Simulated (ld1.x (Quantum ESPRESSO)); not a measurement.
# tantalum (Ta): TM pseudisation with PBE, fully relativistic reference atom.

ld1.x (Quantum ESPRESSO) 7.5 was run on this input:

```
&input
   title='Ta', zed=73., rel=2, dft='PBE', iswitch=3,
   config='[Xe] 4f14 5d3 6s1.5 6p0.5', rel_dist='average',
   nld=5, rlderiv=3.55, eminld=-2.0, emaxld=5.0, deld=0.02
 /
 &inputp
   pseudotype=2, tm=.true., lloc=-1, rcloc=2.85,
   nlcc=.false.,
   file_pseudopw='Ta.UPF', file_wfcaegen='ae.wfc', file_wfcncgen='nc.wfc', file_beta='beta', file_chi='chi'
 /
3
6S  1  0   1.50   0.00  2.20  2.20  0.0
6P  2  1   0.50   0.00  3.25  3.25  0.0
5D  3  2   3.00   0.00  2.90  2.90  0.0
 &test
   configts(1)='5d3 6s1.5 6p0.5'
 /
```

Command:

```bash
ld1.x < Ta.in > Ta.out
```

Resulting log (shortened: banner, matrices, multipoles, cross overlaps and the repeated all-electron block are left out):

```
Program LD1 v.7.5
     --------------------------- All-electron run ----------------------------

     Ta
     dirac relativistic calculation

     atomic number is 73.00
     dft =PBE   lsd =0 sic =0 latt =0  beta=0.20 tr2=1.0E-14
     Exchange-correlation= PBE
                           (   1   4   3   4   0   0   0)
     mesh =1273 r(mesh) = 100.43799 a.u. xmin = -7.00 dx = 0.01250
     1 Ry =  13.60569312 eV, c = 137.03599908

     n l j   nl                  e(Ry)          e(Ha)          e(eV)
     Spin orbit split results
     1 0 0.5 1S 1( 2.00)     -4945.0097     -2472.5048    -67280.2840
     2 0 0.5 2S 1( 2.00)      -849.0693      -424.5346    -11552.1762
     2 1 0.5 2P 1( 2.00)      -811.3583      -405.6791    -11039.0918
     2 1 1.5 2P 1( 4.00)      -717.9915      -358.9958     -9768.7722
     3 0 0.5 3S 1( 2.00)      -194.5382       -97.2691     -2646.8266
     3 1 0.5 3P 1( 2.00)      -177.8001       -88.9001     -2419.0938
     3 1 1.5 3P 1( 4.00)      -157.6995       -78.8498     -2145.6112
     4 0 0.5 4S 1( 2.00)       -39.7069       -19.8534      -540.2394
     4 1 0.5 4P 1( 2.00)       -32.8097       -16.4049      -446.3988
     4 1 1.5 4P 1( 4.00)       -28.1819       -14.0910      -383.4349
     3 2 1.5 3D 1( 4.00)      -129.4814       -64.7407     -1761.6839
     3 2 2.5 3D 1( 6.00)      -125.1039       -62.5519     -1702.1252
     5 0 0.5 5S 1( 2.00)        -5.4100        -2.7050       -73.6063
     5 1 0.5 5P 1( 2.00)        -3.4148        -1.7074       -46.4605
     5 1 1.5 5P 1( 4.00)        -2.7717        -1.3858       -37.7108
     4 2 1.5 4D 1( 4.00)       -16.8605        -8.4302      -229.3981
     4 2 2.5 4D 1( 6.00)       -16.0104        -8.0052      -217.8331
     4 3 2.5 4F 1( 6.00)        -1.9483        -0.9741       -26.5075
     4 3 3.5 4F 1( 8.00)        -1.8026        -0.9013       -24.5258
     5 2 1.5 5D 1( 1.20)        -0.3398        -0.1699        -4.6234
     5 2 2.5 5D 1( 1.80)        -0.2958        -0.1479        -4.0245
     6 0 0.5 6S 1( 1.50)        -0.4370        -0.2185        -5.9453
     6 1 0.5 6P 1( 0.17)        -0.1549        -0.0775        -2.1081
     6 1 1.5 6P 1( 0.33)        -0.1208        -0.0604        -1.6433
     Averaged results
     1 0     1S 1( 2.00)     -4945.0097     -2472.5048    -67280.2840
     2 0     2S 1( 2.00)      -849.0693      -424.5346    -11552.1762
     2 1     2P 1( 6.00)      -749.1138      -374.5569    -10192.2121
     3 0     3S 1( 2.00)      -194.5382       -97.2691     -2646.8266
     3 1     3P 1( 6.00)      -164.3997       -82.1999     -2236.7720
     4 0     4S 1( 2.00)       -39.7069       -19.8534      -540.2394
     4 1     4P 1( 6.00)       -29.7245       -14.8623      -404.4228
     3 2     3D 1(10.00)      -126.8549       -63.4274     -1725.9487
     5 0     5S 1( 2.00)        -5.4100        -2.7050       -73.6063
     5 1     5P 1( 6.00)        -2.9861        -1.4930       -40.6274
     4 2     4D 1(10.00)       -16.3504        -8.1752      -222.4591
     4 3     4F 1(14.00)        -1.8650        -0.9325       -25.3751
     5 2     5D 1( 3.00)        -0.3134        -0.1567        -4.2640
     6 0     6S 1( 1.50)        -0.4370        -0.2185        -5.9453
     6 1     6P 1( 0.50)        -0.1322        -0.0661        -1.7982

     final scf error:  4.0E-15 reached in  32 iterations

     Etot =  -31251.652982 Ry,  -15625.826491 Ha, -425200.400057 eV

     Ekin =   35090.650347 Ry,   17545.325174 Ha,  477432.620113 eV
     Encl =  -77950.266705 Ry,  -38975.133352 Ha,-1060567.407637 eV
     Eh   =   12242.586112 Ry,    6121.293056 Ha,  166568.869668 eV
     Exc  =    -634.622736 Ry,    -317.311368 Ha,   -8634.482201 eV

     normalization and overlap integrals

     s(1S/1S) =  1.000000  <r> =   0.0187  <r2> =    0.0005  r(max) =   0.0116
     s(2S/2S) =  1.000000  <r> =   0.0783  <r2> =    0.0073  r(max) =   0.0670
     s(2P/2P) =  1.000000  <r> =   0.0649  <r2> =    0.0052  r(max) =   0.0503
     s(2P/2P) =  1.000000  <r> =   0.0727  <r2> =    0.0064  r(max) =   0.0570
     s(3S/3S) =  1.000000  <r> =   0.2043  <r2> =    0.0478  r(max) =   0.1891
     s(3P/3P) =  1.000000  <r> =   0.1942  <r2> =    0.0440  r(max) =   0.1776
     s(3P/3P) =  1.000000  <r> =   0.2088  <r2> =    0.0506  r(max) =   0.1915
     s(4S/4S) =  1.000000  <r> =   0.4586  <r2> =    0.2377  r(max) =   0.4315
     s(4P/4P) =  1.000000  <r> =   0.4645  <r2> =    0.2458  r(max) =   0.4315
     s(4P/4P) =  1.000000  <r> =   0.4975  <r2> =    0.2818  r(max) =   0.4593
     s(3D/3D) =  1.000000  <r> =   0.1829  <r2> =    0.0393  r(max) =   0.1491
     s(3D/3D) =  1.000000  <r> =   0.1874  <r2> =    0.0411  r(max) =   0.1529
     s(5S/5S) =  1.000000  <r> =   1.1011  <r2> =    1.3638  r(max) =   0.9847
     s(5P/5P) =  1.000000  <r> =   1.2203  <r2> =    1.6904  r(max) =   1.0613
     s(5P/5P) =  1.000000  <r> =   1.3271  <r2> =    2.0022  r(max) =   1.1584
     s(4D/4D) =  1.000000  <r> =   0.5165  <r2> =    0.3096  r(max) =   0.4536
     s(4D/4D) =  1.000000  <r> =   0.5279  <r2> =    0.3233  r(max) =   0.4651
     s(4F/4F) =  1.000000  <r> =   0.6339  <r2> =    0.5114  r(max) =   0.4369
     s(4F/4F) =  1.000000  <r> =   0.6449  <r2> =    0.5306  r(max) =   0.4424
     s(5D/5D) =  1.000000  <r> =   2.1597  <r2> =    5.7275  r(max) =   1.5443
     s(5D/5D) =  1.000000  <r> =   2.2643  <r2> =    6.3278  r(max) =   1.6033
     s(6S/6S) =  1.000000  <r> =   3.2641  <r2> =   12.1530  r(max) =   2.7443
     s(6P/6P) =  1.000000  <r> =   4.4882  <r2> =   23.5424  r(max) =   3.5681
     s(6P/6P) =  1.000000  <r> =   5.0000  <r2> =   29.2738  r(max) =   3.9434

     ------------------------ End of All-electron run ------------------------

     --------------------- Generating NC pseudopotential ---------------------

      Generating local potential from pseudized AE potential:
      Matching radius rcloc =   2.8500

      Local pseudo, rcloc= 2.885 Estimated cut-off energy=     2.93 Ry

     Fully relativistic calculation: |psi|^2

     Wfc 6S LC norm =  0.99995492 SC norm =  0.00004375 missing  0.00000133

     Wfc 6P LC norm =  0.99997729 SC norm =  0.00002261 missing  0.00000010

     Wfc 6P LC norm =  0.99998175 SC norm =  0.00001584 missing  0.00000241

     Wfc 5D LC norm =  0.99989031 SC norm =  0.00010967 missing  0.00000002

     Wfc 5D LC norm =  0.99989954 SC norm =  0.00009931 missing  0.00000115

      Wfc   6S  rcut= 2.191  Using Troullier-Martins method

      Wfc   6P  rcut= 3.269  Using Troullier-Martins method

      Wfc   6P  rcut= 3.269  Using Troullier-Martins method

      Wfc   5D  rcut= 2.885  Using Troullier-Martins method

      Wfc   5D  rcut= 2.885  Using Troullier-Martins method

     ------------------- End of pseudopotential generation -------------------

     Computing logarithmic derivative in   3.54596
     Computing logarithmic derivative in   3.54596
     Computing the partial wave expansion
     R is outside the sphere for l=    0 j= 0.50
     R is outside the sphere for l=    1 j= 0.50
     R is outside the sphere for l=    1 j= 1.50
     R is outside the sphere for l=    2 j= 1.50
     R is outside the sphere for l=    2 j= 2.50

     ---------------------- Testing the pseudopotential ----------------------

     Ta
     dirac relativistic calculation

     atomic number is 73.00   valence charge is  5.00
     dft =PBE   lsd =0 sic =0 latt =0  beta=0.20 tr2=1.0E-14
     mesh =1273 r(mesh) = 100.43799 xmin = -7.00 dx = 0.01250

     n l  j  nl             e AE (Ry)       e PS (Ry)    De AE-PS (Ry)
     3 2 1.5 5D   1( 1.20)       -0.33981       -0.33981       -0.00000
     3 2 2.5 5D   1( 1.80)       -0.29579       -0.29580        0.00000
     1 0 0.5 6S   1( 1.50)       -0.43697       -0.43697       -0.00000
     2 1 0.5 6P   1( 0.17)       -0.15494       -0.15494       -0.00000
     2 1 1.5 6P   1( 0.33)       -0.12078       -0.12078        0.00000

     eps = 4.1E-16  iter =  9

     Etot =  -31251.652982 Ry,  -15625.826491 Ha, -425200.400057 eV
     Etotps =    -9.191033 Ry,      -4.595517 Ha,    -125.050376 eV

     Ekin =       8.517556 Ry,       4.258778 Ha,     115.887256 eV
     Encl =     -20.805753 Ry,     -10.402876 Ha,    -283.076689 eV
     Ehrt =       8.221783 Ry,       4.110891 Ha,     111.863054 eV
     Ecxc =      -2.363613 Ry,      -1.181806 Ha,     -32.158593 eV
     Epseu=      -2.761006 Ry,      -1.380503 Ha,     -37.565404 eV

     ---------------------- End of pseudopotential test ----------------------
```

Generation and configuration tests took about 1.9 s on one core of a shared server CPU.

Transferability test of the new file with ld1.x, input:

```
&input
   title='Ta', zed=73., rel=2, dft='PBE', iswitch=2,
   config='[Xe] 4f14 5d3 6s1.5 6p0.5', rel_dist='average'
 /
 &test
   file_pseudo='Ta.UPF', nconf=8,
   configts(1)='5d3 6s1.5 6p0.5',
   configts(2)='5d3 6s2 6p0',
   configts(3)='5d3 6s1 6p0',
   configts(4)='5d3 6s0 6p0',
   configts(5)='5d2 6s2 6p1',
   configts(6)='5d4 6s1 6p0',
   configts(7)='5d2 6s0 6p0',
   configts(8)='5d3.5 6s1.5 6p0'
 /
```

```bash
ld1.x < Ta.test.in > Ta.test.out
```

Pseudopotential blocks of its output, shortened (energy terms left out):

```
     ---------------------- Testing the pseudopotential ----------------------

     n l  j  nl             e AE (Ry)       e PS (Ry)    De AE-PS (Ry)
     3 2 1.5 5D   1( 1.20)       -0.33981       -0.33981       -0.00000
     3 2 2.5 5D   1( 1.80)       -0.29579       -0.29580        0.00000
     1 0 0.5 6S   1( 1.50)       -0.43697       -0.43697       -0.00000
     2 1 0.5 6P   1( 0.17)       -0.15494       -0.15494       -0.00000
     2 1 1.5 6P   1( 0.33)       -0.12078       -0.12078        0.00000

     eps = 4.9E-16  iter =  9

     Etot =  -31251.652982 Ry,  -15625.826491 Ha, -425200.400058 eV
     Etotps =    -9.191033 Ry,      -4.595517 Ha,    -125.050376 eV

     ---------------------- End of pseudopotential test ----------------------

          ---------------------- Testing the pseudopotential ----------------------

     n l  j  nl             e AE (Ry)       e PS (Ry)    De AE-PS (Ry)
     3 2 1.5 5D   1( 1.20)       -0.29042       -0.28975       -0.00067
     3 2 2.5 5D   1( 1.80)       -0.24748       -0.24696       -0.00052
     1 0 0.5 6S   1( 2.00)       -0.40025       -0.40078        0.00053
     2 1 0.5 6P   1( 0.00)       -0.12604       -0.12628        0.00024
     2 1 1.5 6P   1( 0.00)       -0.09407       -0.09426        0.00019

     eps = 1.3E-15  iter = 15

     Etot =  -31251.802981 Ry,  -15625.901490 Ha, -425202.440895 eV
     Etotps =    -9.341116 Ry,      -4.670558 Ha,    -127.092357 eV
     dEtot_ae =      -0.149999 Ry
     dEtot_ps =      -0.150083 Ry,   Delta E=       0.000084 Ry

     ---------------------- End of pseudopotential test ----------------------

          ---------------------- Testing the pseudopotential ----------------------

     n l  j  nl             e AE (Ry)       e PS (Ry)    De AE-PS (Ry)
     3 2 1.5 5D   1( 1.20)       -0.79908       -0.79828       -0.00080
     3 2 2.5 5D   1( 1.80)       -0.75212       -0.75117       -0.00094
     1 0 0.5 6S   1( 1.00)       -0.85395       -0.85159       -0.00236
     2 1 0.5 6P   1( 0.00)       -0.52405       -0.52268       -0.00138
     2 1 1.5 6P   1( 0.00)       -0.47184       -0.47093       -0.00091

     eps = 9.8E-15  iter = 28

     Etot =  -31251.180338 Ry,  -15625.590169 Ha, -425193.969410 eV
     Etotps =    -8.718991 Ry,      -4.359495 Ha,    -118.627915 eV
     dEtot_ae =       0.472644 Ry
     dEtot_ps =       0.472042 Ry,   Delta E=       0.000602 Ry

     ---------------------- End of pseudopotential test ----------------------

          ---------------------- Testing the pseudopotential ----------------------

     n l  j  nl             e AE (Ry)       e PS (Ry)    De AE-PS (Ry)
     3 2 1.5 5D   1( 1.20)       -1.37633       -1.37331       -0.00302
     3 2 2.5 5D   1( 1.80)       -1.32487       -1.32090       -0.00397
     1 0 0.5 6S   1( 0.00)       -1.35432       -1.33970       -0.01462  !
     2 1 0.5 6P   1( 0.00)       -0.97336       -0.96169       -0.01166  !
     2 1 1.5 6P   1( 0.00)       -0.90188       -0.89314       -0.00874  !

     eps = 5.6E-15  iter =  7

     Etot =  -31250.079822 Ry,  -15625.039911 Ha, -425178.996123 eV
     Etotps =    -7.625781 Ry,      -3.812890 Ha,    -103.754036 eV
     dEtot_ae =       1.573160 Ry
     dEtot_ps =       1.565252 Ry,   Delta E=       0.007908 Ry

     ---------------------- End of pseudopotential test ----------------------

          ---------------------- Testing the pseudopotential ----------------------

     n l  j  nl             e AE (Ry)       e PS (Ry)    De AE-PS (Ry)
     3 2 1.5 5D   1( 0.80)       -0.48126       -0.47262       -0.00864  !
     3 2 2.5 5D   1( 1.20)       -0.43165       -0.42375       -0.00790  !
     1 0 0.5 6S   1( 2.00)       -0.51465       -0.51556        0.00091
     2 1 0.5 6P   1( 0.33)       -0.20336       -0.20211       -0.00125
     2 1 1.5 6P   1( 0.67)       -0.16061       -0.15905       -0.00156

     eps = 9.9E-15  iter = 19

     Etot =  -31251.586379 Ry,  -15625.793189 Ha, -425199.493879 eV
     Etotps =    -9.127090 Ry,      -4.563545 Ha,    -124.180390 eV
     dEtot_ae =       0.066603 Ry
     dEtot_ps =       0.063943 Ry,   Delta E=       0.002660 Ry

     ---------------------- End of pseudopotential test ----------------------

          ---------------------- Testing the pseudopotential ----------------------

     n l  j  nl             e AE (Ry)       e PS (Ry)    De AE-PS (Ry)
     3 2 1.5 5D   1( 1.60)       -0.21885       -0.21840       -0.00045
     3 2 2.5 5D   1( 2.40)       -0.18010       -0.17954       -0.00056
     1 0 0.5 6S   1( 1.00)       -0.36534       -0.36428       -0.00106
     2 1 0.5 6P   1( 0.00)       -0.10976       -0.11015        0.00039
     2 1 1.5 6P   1( 0.00)       -0.08257       -0.08337        0.00080

     eps = 4.6E-15  iter = 27

     Etot =  -31251.649408 Ry,  -15625.824704 Ha, -425200.351435 eV
     Etotps =    -9.187560 Ry,      -4.593780 Ha,    -125.003124 eV
     dEtot_ae =       0.003574 Ry
     dEtot_ps =       0.003473 Ry,   Delta E=       0.000101 Ry

     ---------------------- End of pseudopotential test ----------------------

          ---------------------- Testing the pseudopotential ----------------------

     n l  j  nl             e AE (Ry)       e PS (Ry)    De AE-PS (Ry)
     3 2 1.5 5D   1( 0.80)       -2.17536       -2.16621       -0.00915  !
     3 2 2.5 5D   1( 1.20)       -2.11505       -2.10468       -0.01037  !
     1 0 0.5 6S   1( 0.00)       -1.99628       -1.98593       -0.01035  !
     2 1 0.5 6P   1( 0.00)       -1.54750       -1.52946       -0.01804  !
     2 1 1.5 6P   1( 0.00)       -1.44965       -1.44311       -0.00654  !

     eps = 6.8E-15  iter = 13

     Etot =  -31248.345808 Ry,  -15624.172904 Ha, -425155.403667 eV
     Etotps =    -5.897136 Ry,      -2.948568 Ha,     -80.234618 eV
     dEtot_ae =       3.307174 Ry
     dEtot_ps =       3.293897 Ry,   Delta E=       0.013276 Ry

     ---------------------- End of pseudopotential test ----------------------

          ---------------------- Testing the pseudopotential ----------------------

     n l  j  nl             e AE (Ry)       e PS (Ry)    De AE-PS (Ry)
     3 2 1.5 5D   1( 1.40)       -0.25185       -0.25182       -0.00003
     3 2 2.5 5D   1( 2.10)       -0.21107       -0.21101       -0.00006
     1 0 0.5 6S   1( 1.50)       -0.38142       -0.38120       -0.00022
     2 1 0.5 6P   1( 0.00)       -0.11696       -0.11732        0.00036
     2 1 1.5 6P   1( 0.00)       -0.08752       -0.08806        0.00054

     eps = 8.8E-15  iter = 15

     Etot =  -31251.730460 Ry,  -15625.865230 Ha, -425201.454202 eV
     Etotps =    -9.268409 Ry,      -4.634204 Ha,    -126.103126 eV
     dEtot_ae =      -0.077478 Ry
     dEtot_ps =      -0.077376 Ry,   Delta E=      -0.000102 Ry

     ---------------------- End of pseudopotential test ----------------------
```
